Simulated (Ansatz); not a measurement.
Computed with Ansatz on PBE0-D4/def2-TZVP structures; ΔE is electronic, products minus reactants. CCSD(T)/CBS is the MP2 limit (def2-TZVPP, def2-QZVPP) plus CCSD(T) − MP2 in def2-TZVPP, frozen cores. Double bonds are as drawn, so ΔE can hold a change between cis and trans. DFT in def2-TZVPP. B3LYP here is the variant with VWN-RPA as its local correlation; programs differ in this. Each species was taken in one conformer, which may not be the lowest.

Reaction (ligand exchange at the Al–S bond): `F/C=C/[S][AlH2]` + `C=C=C=N` → `C=C=C=[N][AlH2]` + `F/C=C\S`

(1) Is it downhill or uphill in electronic energy at CCSD(T)/CBS, and by how much? (Best estimate.)

(2) What do these levels give: PBE0-D4, B3LYP-D4, PBE, B3LYP, HF/def2-TZVPP, CCSD/CBS(def2)? (An estimate is asked.)

Largest T1 diagnostic among the species: 0.016.

Answers

(1) Ansatz gave: Downhill: ΔE = -8.7 kJ/mol.

(2) Computed: PBE0-D4 -3.6, B3LYP-D4 -25.0, PBE -8.1, B3LYP -29.7, HF/def2-TZVPP -33.8, CCSD/CBS(def2) -13.1 kJ/mol.

In def2-TZVPP, CCSD(T) changes the Hartree–Fock value by +23.6 kJ/mol (the triples alone add +4.3 kJ/mol) and MP2 by +21.6 kJ/mol. The D4 term adds +4.8 kJ/mol with B3LYP and +2.4 kJ/mol with PBE0; it sums over pairs of atoms, weighted by their polarisabilities, and B3LYP, whose exchange is more repulsive, gets the larger term.
